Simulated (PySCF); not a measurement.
**Cd(2+): excitation energy**

Cd(2+) [Kr] 4d10 (1S) → Cd(2+) [Kr] 4d9 5p1 (high-spin determinant), as a difference of total energies. All numbers are calculated (PySCF 2.14, scalar relativity by spin-free X2C-1e, in x2c-TZVPPall with one added diffuse shell each of s, p, d, f type (9s7p7d3f1g, 95 functions)). Correlated levels: valence: [Kr] frozen. The calculations carry no spin-orbit coupling.

```
           method  excitation energy (eV)
              UHF                  16.280
    MP2 (valence)                  17.481
SCS-MP2 (valence)                  17.440
   CCSD (valence)                  17.214
CCSD(T) (valence)                  17.244
```

Question: How much does correlation contribute at CCSD(T) (valence)?

Answer: 17.244 − (16.280) = 0.964 eV, measured against UHF.

A first-order spin-orbit estimate (lowest level to lowest level, LS coupling) adds -0.154 eV.

The determinant of the upper state mixes LS terms, which raises its energy above the lowest term, most at the Hartree-Fock and MP2 levels.
